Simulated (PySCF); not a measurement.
Atoms are numbered as in `[CH3:1][C:2]#[C:3][CH2:4][CH:5]([F:6])[F:7]`. Each H is labelled by its parent atom.

How the numbers were obtained: structure optimised with GFN2-xTB, NMR shieldings at PBE0/pcSseg-1/GIAO, in PySCF 2.14 (rapidly exchanging positions averaged, no solvent model, one conformer, non-relativistic).

Scale: ¹³C and ¹H against TMS; ¹⁹F vs CFCl3 (reference shieldings calculated alike).

```csv
atoms,nucleus,count,Hirshfeld charge,δ (ppm)
F6/F7,¹⁹F,2,-0.11,-130.3
C2,¹³C,1,-0.05,?
H(C4),¹H,2,0.06,2.79
H(C1),¹H,3,0.06,2.01
C3,¹³C,1,-0.07,?
H(C5),¹H,1,0.05,?
C4,¹³C,1,-0.07,29.3
C1,¹³C,1,-0.10,4.5
C5,¹³C,1,0.15,123.3
```

Q: Fill in the missing shifts.

A: 
- C2: 87.2 ppm, alkyne carbon; sp carbons lie upfield of alkene carbons because the cylindrical π system leaves one tensor component strongly shielded
- C3: 78.0 ppm, alkyne carbon; the triple bond shields along its axis, which puts it between sp3 and sp2 carbons
- H(C5): 6.16 ppm, hydrogen on an sp3 CH bonded to 2 F; its carbon carries F, hence the downfield position

Shifts are as computed. Against solution values, carbons near 30 ppm lie about +3 ppm off and those near 130 ppm about +5 ppm. Of 1309 compounds with measured shifts, 239 miss one by over three times the rms of a fit or turn the order of signals round; such compounds aren't used in these exercises. Unscaled 19F shifts against computed CFCl3 carry errors that often reach 10 to 50 ppm.
